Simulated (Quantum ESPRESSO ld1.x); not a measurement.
The numbers below are computed, except where a source is named.
The aim is the oxygen ion O+ in [He] 2s2 2p3. This ld1.x (Quantum ESPRESSO 7.5) run was made with `OMP_NUM_THREADS=1 ld1.x < ld1.in > ld1.out`. Can the result be used? Name any fault.

```
 &input
    zed=8.0,
    iswitch=1,
    rel=3,
    dft='PBESOL',
    config='[He] 2s2 2p3',
    prefix='ld1',
    max_out_wfc=37,
    file_charge='ld1.rho',
 /
```

Output (excerpt):

```
     Program LD1 v.7.5 starts

 %%%%%%%%%%%%%%%%%%%%%%%%%%%%%%%%%%%%%%%%%%%%%%%%%%%%%%%%%%%%%%%%%%%%%%%%%%%%%%
     Error in routine ld1_readin (1):
     wrong rel
 %%%%%%%%%%%%%%%%%%%%%%%%%%%%%%%%%%%%%%%%%%%%%%%%%%%%%%%%%%%%%%%%%%%%%%%%%%%%%%

     stopping ...
```

Answer. No (refused). The line at issue: rel=3. The program stops in ld1_readin with "wrong rel": rel takes 0, 1 or 2. The sound input gives -74.0912 hartree.
